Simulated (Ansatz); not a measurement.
A single point on CH5NSSi, SMILES `NC([SiH3])=S`.

```yaml
crystal:
  periodic: [false, false, false]
  atoms:
    - {symbol: N, position_ang: [-0.228881, 1.390578, -0.630580]}
    - {symbol: C, position_ang: [0.001400, 0.078450, -0.716868]}
    - {symbol: Si, position_ang: [0.167501, -0.949365, 0.863365]}
    - {symbol: S, position_ang: [0.157323, -0.739640, -2.132814]}
    - {symbol: H, position_ang: [-0.316913, 1.936017, -1.475916]}
    - {symbol: H, position_ang: [-0.318434, 1.855005, 0.257013]}
    - {symbol: H, position_ang: [1.515978, -1.558730, 0.889394]}
    - {symbol: H, position_ang: [-0.890214, -1.984492, 0.865560]}
    - {symbol: H, position_ang: [0.000838, -0.074222, 2.063748]}
basis:
  gaussian: {orbitals: def2-TZVPP}
hamiltonian: {xc: pbe}
correlation: {method: rpa}
```

```sh
$ ansatz run in.yaml --threads 2 --pin off --events-out ev --progress --plain --max-ram 4352MiB
```

It prints (some lines left out):

```
Functional definition: PBE
1251 factors; integrals over basis functions are off by at most 1.0e-3 eV
mean field evaluation 1: about -21298.4306 eV, gradient 7.6e1 eV
mean field evaluation 2: about -21298.4205 eV, gradient 7.6e1 eV
mean field evaluation 4: about -21310.0326 eV, gradient 1.8e1 eV
mean field evaluation 8: about -21310.9811 eV, gradient 7.0e-1 eV
mean field evaluation 16: about -21310.9807 eV, gradient 4.9e-4 eV
mean field -21310.98074530 eV, -783.1640972880 hartree, gradient 4.5e-6 eV, S^2 0.000000; 0 other end points of the search recorded, 0 dependent functions left out
12 core orbitals not correlated: weight in the atoms' cores, before any rotation towards them, 1.000 or more for the frozen orbitals, at most 0.000 for the correlated occupied ones
reference -21270.82291990 eV, -781.6883244247 hartree; 12, 12 occupied and 192, 192 virtual orbitals, 1251 factors
Total energy: -21301.69326746 eV, -782.8227887729 hartree
```

It took 6.5 s on 2 threads of an Arm Neoverse V1 on a shared host, with 0.42 GiB of host memory at the peak.
